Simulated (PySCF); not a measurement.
CH3ClF2SSi, singlet, at a GFN2-xTB geometry, with bond 6-3 at 1.4 times its length; CASCI(6,4)+NEVPT2/STO-3G in PySCF.

The PySCF input:
```python
from pyscf import gto, scf, mcscf, mrpt
import numpy

mol = gto.Mole()
mol.atom = '''
    C    -2.44887879   -0.07113625   -0.46887524
    S    -1.14127487    1.20912446   -0.48191049
    Si    0.56785002    0.02773115   -0.09147806
    F     0.93186825   -0.89490710   -1.34707121
    F     1.82359991    1.00196851   -0.04219286
    Cl    0.45874833   -1.60623391    2.15458225
    H    -3.38478612    0.44964728   -0.63871941
    H    -2.27063854   -0.78342343   -1.26718752
    H    -2.46866282   -0.56761200    0.49533337
'''
mol.basis = 'sto-3g'
mol.verbose = 4
mol.build()

mf = scf.RHF(mol)
mf.kernel()
mc = mcscf.CASCI(mf, 4, 6)
mc.fix_spin_(ss=0.0)
mc.kernel()
occ = numpy.linalg.eigvalsh(mc.fcisolver.make_rdm1(mc.ci, mc.ncas, mc.nelecas))[::-1]
ss = mc.fcisolver.spin_square(mc.ci, mc.ncas, mc.nelecas)[0]
print('natural occupations', occ.round(4), ' <S^2>', round(ss, 4))
e2 = mrpt.NEVPT(mc).kernel()
print('E(NEVPT2) = %.10f' % (mc.e_tot + e2))
```

Question: Predict the main parts of the log of this PySCF run.

Answer: 
```
PySCF version 2.14.0

[INPUT] verbose = 4
[INPUT] num. atoms = 9
[INPUT] num. electrons = 74
[INPUT] charge = 0
[INPUT] spin (= nelec alpha-beta = 2S) = 0
[INPUT] symmetry False subgroup None
[INPUT] Mole.unit = angstrom
[INPUT] Symbol           X                Y                Z      unit          X                Y                Z       unit  Magmom
[INPUT]  1 C     -2.448878790000  -0.071136250000  -0.468875240000 AA   -4.627710225356  -0.134428030029  -0.886045790190 Bohr   0.0
[INPUT]  2 S     -1.141274870000   1.209124460000  -0.481910490000 AA   -2.156696937149   2.284914079913  -0.910678842655 Bohr   0.0
[INPUT]  3 Si     0.567850020000   0.027731150000  -0.091478060000 AA    1.073081017629   0.052404278619  -0.172868479807 Bohr   0.0
[INPUT]  4 F      0.931868250000  -0.894907100000  -1.347071210000 AA    1.760975776678  -1.691129325929  -2.545595657186 Bohr   0.0
[INPUT]  5 F      1.823599910000   1.001968510000  -0.042192860000 AA    3.446104390681   1.893446069339  -0.079732949812 Bohr   0.0
[INPUT]  6 Cl     0.458748330000  -1.606233910000   2.154582250000 AA    0.866908703802  -3.035342181889   4.071570365349 Bohr   0.0
[INPUT]  7 H     -3.384786120000   0.449647280000  -0.638719410000 AA   -6.396318757029   0.849710211856  -1.207004755344 Bohr   0.0
[INPUT]  8 H     -2.270638540000  -0.783423430000  -1.267187520000 AA   -4.290884968482  -1.480455722267  -2.394637361267 Bohr   0.0
[INPUT]  9 H     -2.468662820000  -0.567612000000   0.495333370000 AA   -4.665096623696  -1.072631225017   0.936044409658 Bohr   0.0

nuclear repulsion = 440.854511239548
number of shells = 27
number of NR pGTOs = 135
number of NR cGTOs = 45
basis = sto-3g
ecp = {}

******** <class 'pyscf.scf.hf.RHF'> ********
method = RHF
initial guess = minao
damping factor = 0
level_shift factor = 0
DIIS = <class 'pyscf.scf.diis.CDIIS'>
diis_start_cycle = 1
diis_space = 8
diis_damp = 0
SCF conv_tol = 1e-09
SCF conv_tol_grad = None
SCF max_cycles = 50
direct_scf = True
direct_scf_tol = 1e-13
Set gradient conv threshold to 3.16228e-05
Initial guess from minao.
init E= -1367.994403289
  HOMO = -0.320674740462088  LUMO = -0.124427533150667  gap/eV = 5.34016
cycle= 1 E= -1368.4507574419  delta_E= -0.456  |g|= 0.555  |ddm|= 3.59
  HOMO = -0.236899221193642  LUMO = 0.033244467661823  gap/eV = 7.35098
cycle= 2 E= -1368.6125218947  delta_E= -0.162  |g|= 0.169  |ddm|= 1.38
  HOMO = -0.278171775855574  LUMO = 0.0969216073753134  gap/eV = 10.20681
cycle= 3 E= -1368.62414072483  delta_E= -0.0116  |g|= 0.0349  |ddm|= 0.28
  HOMO = -0.29314082188314  LUMO = 0.100116783073837  gap/eV = 10.70108
cycle= 4 E= -1368.62528644858  delta_E= -0.00115  |g|= 0.00727  |ddm|= 0.12
  HOMO = -0.293114503601812  LUMO = 0.0972110504525692  gap/eV = 10.62130
cycle= 5 E= -1368.6253423575  delta_E= -5.59e-05  |g|= 0.00208  |ddm|= 0.0259
  HOMO = -0.29327168046772  LUMO = 0.0973224381986466  gap/eV = 10.62861
cycle= 6 E= -1368.62534690805  delta_E= -4.55e-06  |g|= 0.000577  |ddm|= 0.00751
  HOMO = -0.293423498206569  LUMO = 0.0974050674140393  gap/eV = 10.63499
cycle= 7 E= -1368.6253473259  delta_E= -4.18e-07  |g|= 0.000153  |ddm|= 0.00265
  HOMO = -0.293412249769015  LUMO = 0.097389395011341  gap/eV = 10.63425
cycle= 8 E= -1368.62534735532  delta_E= -2.94e-08  |g|= 4.44e-05  |ddm|= 0.000709
  HOMO = -0.293414092206414  LUMO = 0.0973872750675107  gap/eV = 10.63425
cycle= 9 E= -1368.62534735823  delta_E= -2.9e-09  |g|= 1.5e-05  |ddm|= 0.000226
  HOMO = -0.293416479761558  LUMO = 0.0973891096735211  gap/eV = 10.63436
cycle= 10 E= -1368.62534735866  delta_E= -4.38e-10  |g|= 4.76e-06  |ddm|= 9.44e-05
  HOMO = -0.293416680393809  LUMO = 0.0973890328303295  gap/eV = 10.63437
Extra cycle  E= -1368.6253473587  delta_E= -3.77e-11  |g|= 2.65e-06  |ddm|= 1.87e-05
converged SCF energy = -1368.6253473587

******** <class 'pyscf.mcscf.casci.CASCI'> ********
CAS (3e+3e, 4o), ncore = 34, nvir = 7
natorb = False
canonicalization = True
sorting_mo_energy = False
******** <class 'pyscf.fci.addons.SpinPenaltyFCISolver'> ********
max. cycles = 200
conv_tol = 1e-08
davidson only = True
linear dependence = 1e-12
level shift = 0.001
max iter space = 12
nroots = 1
pspace_size = 400
spin = None
Density matrix diagonal elements [1.999754   1.99938774 1.94558271 0.05527556]
CASCI converged
CASCI E = -1368.63830685906  E(CI) = -8.02723842938940  S^2 = 0.0000000
natural occupations [1.9998 1.9998 1.9471 0.0533]  <S^2> 0.0

******** <class 'pyscf.mrpt.nevpt2.NEVPT'> ********
NEVPT2 (3e+3e, 4o), ncore = 34, nvir = 7
root = 0
Natural occ [1.99980321 1.99978984 1.94709224 0.05331471]
Natural orbital (expansion on meta-Lowdin AOs) in CAS space
               #1        #2        #3        #4
0 C 1s          -0.00005   0.00004  -0.00018   0.00038
0 C 2s           0.00418  -0.00366   0.01172  -0.02214
0 C 2px          0.00028   0.00456   0.00838  -0.01220
0 C 2py         -0.00037  -0.00045   0.02724  -0.01561
0 C 2pz          0.01356  -0.01026  -0.04369  -0.00468
1 S 1s          -0.00001   0.00002  -0.00011  -0.00013
1 S 2s           0.00003  -0.00007   0.00082   0.00212
1 S 3s          -0.00390   0.00880  -0.06388  -0.03116
1 S 2px         -0.00032   0.00063  -0.00133   0.00564
1 S 2py          0.00041  -0.00068   0.00239  -0.00500
1 S 2pz          0.00082  -0.00007  -0.00767   0.00439
1 S 3px          0.02102  -0.03859   0.08018  -0.23729
1 S 3py         -0.02653   0.04536  -0.15208   0.20143
1 S 3pz         -0.05770   0.00739   0.51942  -0.19138
2 Si 1s         -0.00000  -0.00001  -0.00001   0.00070
2 Si 2s          0.00013  -0.00039  -0.00214   0.00035
2 Si 3s          0.00166  -0.01566  -0.08239   0.45141
2 Si 2px         0.00045  -0.00069   0.00020   0.00366
2 Si 2py         0.00043   0.00039  -0.00059   0.00431
2 Si 2pz         0.00030   0.00039   0.00174  -0.00850
2 Si 3px         0.00924   0.00133  -0.06362  -0.07645
2 Si 3py         0.01546   0.00674   0.17972  -0.29014
2 Si 3pz         0.00438   0.00220  -0.17332   0.44597
3 F 1s          -0.00004  -0.00009  -0.00024   0.00074
3 F 2s           0.00096   0.00144   0.00353  -0.02968
3 F 2px         -0.00735  -0.01233   0.00374   0.05128
3 F 2py         -0.00068   0.01394  -0.04648   0.03069
3 F 2pz          0.01671   0.03458   0.16843  -0.22097
4 F 1s           0.00008  -0.00004  -0.00007   0.00065
4 F 2s          -0.00177   0.00042  -0.00123  -0.02448
4 F 2px          0.02612  -0.01285   0.02318   0.08549
4 F 2py          0.01849  -0.01243  -0.10631   0.13952
4 F 2pz         -0.00618   0.00223   0.09932  -0.14112
5 Cl 1s          0.00000   0.00000   0.00011  -0.00017
5 Cl 2s          0.00002  -0.00004   0.00072   0.00211
5 Cl 3s          0.00149   0.00047   0.06911  -0.06766
5 Cl 2px        -0.00391   0.00524  -0.00007   0.00015
5 Cl 2py        -0.00421  -0.00323   0.00277   0.00416
5 Cl 2pz        -0.00310  -0.00222  -0.00394  -0.00569
5 Cl 3px         0.59599  -0.79736   0.00451  -0.00965
5 Cl 3py         0.64038   0.49077  -0.42366  -0.30182
5 Cl 3pz         0.47753   0.34234   0.61151   0.41699
6 H 1s           0.00015  -0.00701   0.02892  -0.01928
7 H 1s          -0.01132   0.00868   0.04128   0.00288
8 H 1s           0.00726   0.00167  -0.08598   0.03310
<CAS-nat-orb|mo-hf>  35     35       0.74565907
<CAS-nat-orb|mo-hf>  35     36       0.66516974
<CAS-nat-orb|mo-hf>  36     35      -0.66602449
<CAS-nat-orb|mo-hf>  36     36       0.74234696
<CAS-nat-orb|mo-hf>  37     37       0.99607537
<CAS-nat-orb|mo-hf>  38     38       0.99948255
Sr    (-1)',   E = -0.00046039632333
Si    (+1)',   E = -0.00472443105056
Sijrs (0)  ,   E = -0.11133640668062
Sijr  (+1) ,   E = -0.02513464367922
Srsi  (-1) ,   E = -0.00323831774533
Srs   (-2) ,   E = -0.00013281116241
Sij   (+2) ,   E = -0.00399336909090
Sir   (0)' ,   E = -0.00542656562079
Nevpt2 Energy = -0.154446941353160
E(NEVPT2) = -1368.7927538004
```
